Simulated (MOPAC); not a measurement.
A run for MOPAC: AM1 on CH5FS (a complex), monomers drawn apart or pushed together.

```
AM1 1SCF PRECISE CHARGE=0 THREADS=1
CH5FS

S     -1.01864321 1     0.17603342 1    -0.21559395 1
H      0.06164805 1     0.84854057 1    -0.64360260 1
H     -0.30103800 1    -0.53718022 1     0.66928767 1
C     -0.09563908 1     0.34491566 1     3.29639901 1
F      0.44280150 1    -0.71671749 1     2.56606174 1
H      0.72530788 1     0.91909743 1     3.72597023 1
H     -0.68364263 1     0.96473080 1     2.61974062 1
H     -0.72649214 1    -0.06417020 1     4.08554717 1
```

Output:

```
*******************************************************************************
 **                                                                           **
 **                              MOPAC v23.2.5                                **
 **                                                                           **
 *******************************************************************************
 ** MOPAC's Digital Object Identifier: https://doi.org/10.5281/zenodo.6511958 **
 **                                                                           **
 ** Please cite the open-source release paper for use of this MOPAC version:  **
 ** J. E. Moussa and J. J. P. Stewart (2026)                                  **
 ** MOPAC: An open-source semiempirical molecular orbital program             **
 ** J. Open Source Softw., 11(119), 8025, https://doi.org/10.21105/joss.08025 **
 *******************************************************************************

                              AM1 CALCULATION RESULTS

 *******************************************************************************
 *  AM1        - The AM1 Hamiltonian to be used
 *
 *
 *
 *                 CHARGE ON SYSTEM = 0
 *
 *
 *
 *  PRECISE    - TIGHTER CRITERIA TO BE USED
 *  1SCF       - DO 1 SCF AND THEN STOP
 *  THREADS=1  - MULTI-THREADING NOT USED
 *  T=         - A TIME OF 172800.0 SECONDS REQUESTED
 *  DUMP=N     - RESTART FILE WRITTEN EVERY 7200.0 SECONDS REQUESTED
 *******************************************************************************
AM1 1SCF PRECISE CHARGE=0 THREADS=1
 CH5FS

   ATOM   CHEMICAL          X               Y               Z
  NUMBER   SYMBOL      (ANGSTROMS)     (ANGSTROMS)     (ANGSTROMS)

     1       S         -1.01864321  *   0.17603342  *  -0.21559395  *
     2       H          0.06164805  *   0.84854057  *  -0.64360260  *
     3       H         -0.30103800  *  -0.53718022  *   0.66928767  *
     4       C         -0.09563908  *   0.34491566  *   3.29639901  *
     5       F          0.44280150  *  -0.71671749  *   2.56606174  *
     6       H          0.72530788  *   0.91909743  *   3.72597023  *
     7       H         -0.68364263  *   0.96473080  *   2.61974062  *
     8       H         -0.72649214  *  -0.06417020  *   4.08554717  *



          CARTESIAN COORDINATES

    NO.       ATOM           X           Y           Z

     1         S         -1.0186      0.1760     -0.2156
     2         H          0.0616      0.8485     -0.6436
     3         H         -0.3010     -0.5372      0.6693
     4         C         -0.0956      0.3449      3.2964
     5         F          0.4428     -0.7167      2.5661
     6         H          0.7253      0.9191      3.7260
     7         H         -0.6836      0.9647      2.6197
     8         H         -0.7265     -0.0642      4.0855

  H: (AM1): M.J.S. DEWAR ET AL, J. AM. CHEM. SOC. 107 3902-3909 (1985)
  C: (AM1): M.J.S. DEWAR ET AL, J. AM. CHEM. SOC. 107 3902-3909 (1985)
  F: (AM1): M.J.S. DEWAR AND E. G. ZOEBISCH, THEOCHEM, 180, 1 (1988).
  S: (AM1): M.J.S. DEWAR, Y-C YUAN, INORGANIC CHEMISTRY, 29, 3881:3890,  (1990)

           Empirical Formula: C H5 S F  =     8 atoms



      MOLECULAR POINT GROUP   :   C1


      RHF CALCULATION, NO. OF DOUBLY OCCUPIED LEVELS = 11


 -------------------------------------------------------------------------------
 AM1 1SCF PRECISE CHARGE=0 THREADS=1
 CH5FS



     1SCF WAS SPECIFIED, SO BFGS WAS NOT USED
     SCF FIELD WAS ACHIEVED


                              AM1 CALCULATION
                                                       MOPAC v23.2.5 Linux




          FINAL HEAT OF FORMATION =        -57.87303 KCAL/MOL =    -242.14078 KJ/MOL


          COSMO AREA              =        109.33 SQUARE ANGSTROMS
          COSMO VOLUME            =         90.25 CUBIC ANGSTROMS

          IONIZATION POTENTIAL    =          9.394773 EV
          HOMO LUMO ENERGIES (EV) =         -9.395  1.107
          NO. OF FILLED LEVELS    =         11
          MOLECULAR WEIGHT        =         68.1089         POINT GROUP:  C1

          MOLECULAR DIMENSIONS (Angstroms)

            Atom       Atom       Distance
            H     8    H     2     4.88048
            H     6    S     1     2.75279
            F     5    H     7     2.02128


          SCF CALCULATIONS        =          1





   ATOM   CHEMICAL          X               Y               Z
  NUMBER   SYMBOL      (ANGSTROMS)     (ANGSTROMS)     (ANGSTROMS)

     1       S         -1.01864321  *   0.17603342  *  -0.21559395  *
     2       H          0.06164805  *   0.84854057  *  -0.64360260  *
     3       H         -0.30103800  *  -0.53718022  *   0.66928767  *
     4       C         -0.09563908  *   0.34491566  *   3.29639901  *
     5       F          0.44280150  *  -0.71671749  *   2.56606174  *
     6       H          0.72530788  *   0.91909743  *   3.72597023  *
     7       H         -0.68364263  *   0.96473080  *   2.61974062  *
     8       H         -0.72649214  *  -0.06417020  *   4.08554717  *

                             CARTESIAN COORDINATES

   1    S       -1.018643210     0.176033420    -0.215593950
   2    H        0.061648050     0.848540570    -0.643602600
   3    H       -0.301038000    -0.537180220     0.669287670
   4    C       -0.095639080     0.344915660     3.296399010
   5    F        0.442801500    -0.716717490     2.566061740
   6    H        0.725307880     0.919097430     3.725970230
   7    H       -0.683642630     0.964730800     2.619740620
   8    H       -0.726492140    -0.064170200     4.085547170


           Empirical Formula: C H5 S F  =     8 atoms



      MOLECULAR POINT GROUP   :   C1


                  EIGENVALUES
 -48.85224 -28.46599 -19.61239 -17.02307 -16.87100 -16.63555 -14.76375 -12.56695
 -12.50413 -12.05827  -9.39477   1.10698   1.76069   3.77345   3.81813   3.82001
   4.39570


              NET ATOMIC CHARGES AND DIPOLE CONTRIBUTIONS

  ATOM NO.   TYPE          CHARGE      No. of ELECS.   s-Pop       p-Pop
    1          S          -0.148200        6.1482     1.89198     4.25622
    2          H           0.057926        0.9421     0.94207
    3          H           0.085584        0.9144     0.91442
    4          C          -0.047563        4.0476     1.22313     2.82443
    5          F          -0.194381        7.1944     1.92606     5.26832
    6          H           0.077115        0.9229     0.92289
    7          H           0.088154        0.9118     0.91185
    8          H           0.081365        0.9186     0.91863
 DIPOLE           X         Y         Z       TOTAL
 POINT-CHG.    -0.078     1.204     1.187     1.692
 HYBRID         1.348    -0.011     0.352     1.393
 SUM            1.270     1.194     1.539     2.325


          ATOMIC ORBITAL ELECTRON POPULATIONS

     Atom    s        px        py        pz
    1  S   1.89198   1.16012   1.54544   1.55067
    2  H   0.94207
    3  H   0.91442
    4  C   1.22313   0.98895   0.87607   0.95941
    5  F   1.92606   1.88140   1.59526   1.79166
    6  H   0.92289
    7  H   0.91185
    8  H   0.91863

 **********************
 *                    *
 * JOB ENDED NORMALLY *
 *                    *
 **********************




 == MOPAC DONE ==
```

The run finished.

Cost: around 0.03 core-seconds (rough).
